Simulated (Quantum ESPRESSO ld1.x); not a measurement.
Problem. Radial electron density D(r) = 4 pi r^2 rho(r) of an atom or ion with 23 electrons. Calculated with ld1.x of Quantum ESPRESSO 7.5: scalar-relativistic Kohn-Sham, PBE, spin-unpolarised, spherical densities, point nucleus.

| r (bohr) | D(r) (e/bohr) |
|---|---|
| 0.007515 | 5.493 |
| 0.01043 | 9.050 |
| 0.01448 | 14.10 |
| 0.0201 | 20.33 |
| 0.02791 | 26.41 |
| 0.03874 | 29.89 |
| 0.05378 | 28.77 |
| 0.07525 | 24.55 |
| 0.1045 | 23.64 |
| 0.145 | 29.24 |
| 0.2013 | 33.15 |
| 0.2795 | 25.31 |
| 0.388 | 13.60 |
| 0.5385 | 12.28 |
| 0.7536 | 14.70 |
| 1.046 | 9.933 |
| 1.452 | 3.561 |
| 2.016 | 0.7464 |
| 2.799 | 0.1126 |
| 3.885 | 0.01957 |
| 5.393 | 0.001125 |
| 7.547 | 0.02869 |
| 10.48 | 0.001247 |
| 14.54 | 0.03544 |
| 20.19 | 0.03205 |
| 28.03 | 0.04953 |
| 38.91 | 0.0004301 |

What is the nuclear charge?

Solution. Z = 25. The innermost maximum, from 1s, lies near gamma/Z bohr with gamma = sqrt(1 - (Z/c)^2) = 0.983, here 0.0393 bohr (found: 0.0423), and its height grows with Z. The density is that of the manganese ion Mn2+ in [Ar] 3d4 7f1; the configuration itself is not fixed sharply by these data, and Z only to about a unit. D(r) has 6 maxima, at r = 0.0423, 0.195, 0.730, 7.49, 13.6, 24.3 bohr, and minima at 0.0934, 0.470 bohr, inside which lie 2.12, 10.61 electrons.
